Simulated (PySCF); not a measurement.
## C₆ coefficients of unlike pairs at PBE

Calculated with PySCF 2.14 from the dipole response of each species, C₆(A,B) = (3/π) ∫ α_A(iu) α_B(iu) du, in atomic units, from isotropic polarisabilities. For ions this is the dispersion term alone; charge-induced terms of lower order in 1/R come first.

| species | configuration | basis | relativity | α (bohr³) | C₆ (like pair) |
| --- | --- | --- | --- | --- | --- |
| In | [Kr] 4d10 5s2 5p1 (2P) | aug-cc-pwCVDZ-PP with ECP28MDF (6s5p4d1f) | core potential | 77.66 | 793.5 |
| Ar | [Ar] (1S) | dyall-av2z (13s9p2d) | none | 10.02 | 58.88 |
| Ti | [Ar] 3d2 4s2 (3F) | x2c-QZVPPall with one added diffuse shell each of s, p, d, f, g type (12s8p6d4f3g) | spin-free X2C | 104.5 | 1209 |
| V | [Ar] 3d3 4s2 (4F) | def2-QZVPPD (11s6p5d3f2g) | none | 93.25 | 997.6 |

Estimate C₆ for V with In.

The integral gives 885.4. The combination rule 2 C_A C_B / (C_A α_B/α_A + C_B α_A/α_B) gives 887.7 and the geometric mean 889.7.

No spin-orbit coupling is included.

The other pairs:

| pair | C₆ |
| --- | --- |
| Ti, In | 972.5 |
| V, Ar | 190.0 |
| Ti, Ar | 205.7 |
| Ar, In | 180.9 |
| V, Ti | 1098 |
